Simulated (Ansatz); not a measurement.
Total energies of TeOF2 from Ansatz at r2SCAN-D4/def2-TZVP, gas phase (1 Eh = 27.2114 eV = 2625.5 kJ/mol). The reference geometry is relaxed at PBE0-D4/def2-TZVP.

```tsv
state	geometry	energy (Eh)
charge 0 singlet	reference	-543.05655
charge 1 doublet	reference	-542.63893
free Te atom (triplet)	–	-268.08831
free O atom (triplet)	–	-75.05861
free F atom (doublet)	–	-99.72763
```

In the def2 sets Te takes a core potential; there is no spin–orbit coupling.

Work out the vertical ionisation energy to the doublet.

E(charge 1 doublet) − E(charge 0 singlet) = -542.63893 − (-543.05655) = 0.41762 Eh = 11.36 eV. For comparison, −ε of the highest occupied level is 8.00 eV at this level, 3.36 eV less.

What is the binding energy per atom against free atoms?

Atoms: 1 × (-268.08831) + 1 × (-75.05861) + 2 × (-99.72763) = -542.60218 Eh. Binding: -542.60218 − (-543.05655) = 0.45437 Eh = 12.36 eV, or 3.09 eV for each of 4 atoms (no zero-point energy, no counterpoise term).
